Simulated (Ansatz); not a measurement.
A structure relaxed at PBE-D4/def2-SVP in Ansatz, charge 1, singlet:

```xyz
7

Al    0.026    0.273   -2.039
Al   -0.867   -0.105    1.922
Al    1.457    1.511   -0.234
Al   -1.774   -0.976   -0.371
Ga    1.608   -0.529    1.336
Ga   -1.100    1.640    0.043
Ga    0.649   -1.813   -0.657
```

Q: Give its formula and point group.

A: the cluster Al4Ga3⁺. Point group Cs (tolerance 0.1 Å).

Q: Summarise the bond lengths by kind (pairs closer than 1.2 times the sum of covalent radii, bridged metal pairs left out).

A: 8 × Al–Ga 2.58 to 2.73 Å; 3 × Al–Al 2.61 to 2.75 Å; 1 × Ga–Ga 2.56 Å.

The restricted singlet is unstable towards broken spin symmetry in Hartree–Fock (as tested in another run); at PBE-D4/def2-SVP this wasn't settled. Another isomer (singlet) lies 0.03 eV lower at PBE0-D4/def2-TZVP; other spin states weren't run for this one.
